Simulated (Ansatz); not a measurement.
Born–Oppenheimer molecular dynamics of C3H7F2NSi (14 atoms, charge 0, multiplicity 1). It starts from a relaxed structure.

The calculation used Ansatz 0.2.0, RKS B3LYP-D4/6-31G.

| Property | Result |
| --- | --- |
| ensemble | NVT, Langevin thermostat |
| time step | 0.5 fs |
| steps asked | 300 |
| set temperature | 200 K |
| friction | 0.02 /fs |
| masses | H 10 u |
| seed | 276565 |

First frame:

```xyz
14
Properties=species:S:1:pos:R:3
C 0.500 -1.751 0.466
C -0.071 -0.353 0.393
F -0.560 -0.055 1.752
N -1.087 -0.096 -0.580
Si -0.709 1.651 -0.838
C 0.857 0.842 0.007
F 1.505 1.466 1.105
H 1.282 -1.794 1.229
H -0.284 -2.465 0.739
H 0.921 -2.040 -0.501
H -1.876 -0.709 -0.714
H -0.646 2.073 -2.278
H -1.468 2.669 -0.041
H 1.623 0.533 -0.710
```

Q: How far do the bonds stretch over the last three quarters of this one trajectory? (Pairs bonded in most of those frames.)

A: 
```
   bond  mean (Å)  spread (Å)  shortest  longest
  C1–C2     1.515       0.033      1.45     1.59
  C1–H8     1.093       0.025      1.04     1.16
  C1–H9     1.098       0.020      1.06     1.14
 C1–H10     1.093       0.024      1.04     1.14
  C2–F3     1.493       0.031      1.45     1.55
  C2–N4     1.427       0.019      1.39     1.47
  C2–C6     1.571       0.023      1.53     1.61
 N4–Si5     1.806       0.030      1.76     1.87
 N4–H11     1.012       0.018      0.99     1.06
 Si5–C6     1.964       0.032      1.90     2.02
Si5–H12     1.503       0.030      1.45     1.56
Si5–H13     1.503       0.028      1.46     1.56
  C6–F7     1.425       0.026      1.38     1.47
 C6–H14     1.101       0.028      1.05     1.16
```

Mean temperature of the second half: 184 K. A run of 0.15 ps of so small a system gives no equilibrium averages. Limits of this set-up: no polarisation functions.

Run time: 16 min on 1 thread of AMD EPYC 9R45 96-Core Processor (Zen 5), with other jobs on the host, peak memory 0.27 GiB.
